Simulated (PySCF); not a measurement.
C3H8Ge, SMILES C=C[CH2][GeH3] (GFN2-xTB optimised geometry):

```
12

C      1.186    -0.584     0.000
C     -0.135    -0.584     0.000
C     -0.980     0.640     0.000
Ge    -1.863     0.887    -1.757
H      1.757    -1.496    -0.015
H      1.750     0.334     0.022
H     -0.677    -1.522    -0.022
H     -0.376     1.522     0.222
H     -1.757     0.561     0.764
H     -2.680    -0.311    -2.126
H     -2.781     2.070    -1.745
H     -0.859     1.092    -2.844
```

Method: PBE/def2-TZVP (PySCF).

**Question.** What are the frontier orbital energies and the dipole moment?

**Answer.** HOMO-2 -8.04 eV, HOMO-1 -8.01 eV, HOMO -6.07 eV, LUMO -0.83 eV, LUMO+1 0.18 eV; dipole moment 0.52 D.

Meta-Löwdin charges at PBE/def2-TZVP: C1 -0.29, C2 -0.10, C3 -0.39, Ge4 0.31, H5 0.12, H6 0.12, H7 0.12, H8 0.13, H9 0.13, H10 -0.05, H11 -0.05, H12 -0.05.
